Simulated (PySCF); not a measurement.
## How methods differ on the ionisation energy of Ga⁺

Ga⁺ [Ar] 3d10 4s2 → Ga²⁺ [Ar] 3d10 4s1 [4s1/2^1, M_J = 1/2], as a difference of total energies. All numbers are calculated (PySCF 2.14, the two-component X2C-1e Hamiltonian, in x2c-TZVPPall-2c with one added diffuse shell each of s, p, d type (7s8p5d1f, 63 functions)). Correlated levels: [Ar] frozen; the 6 highest virtual spinors dropped. "Screened" scales the spin-orbit matrix elements by Boettger's factors to mimic the two-electron term; Breit and QED terms are absent.

```tsv
method	ionisation energy (eV)	error (eV)
GHF (screened spin-orbit)	18.743	-1.772
GMP2 (screened spin-orbit)	19.934	-0.581
GCCSD (screened spin-orbit)	20.145	-0.370
GCCSD(T) (screened spin-orbit)	20.210	-0.305
```

Reference: 20.515 eV (measured; NIST Atomic Spectra Database, ionization energies).

Errors of the correlated levels include the incompleteness of this basis and the frozen core.
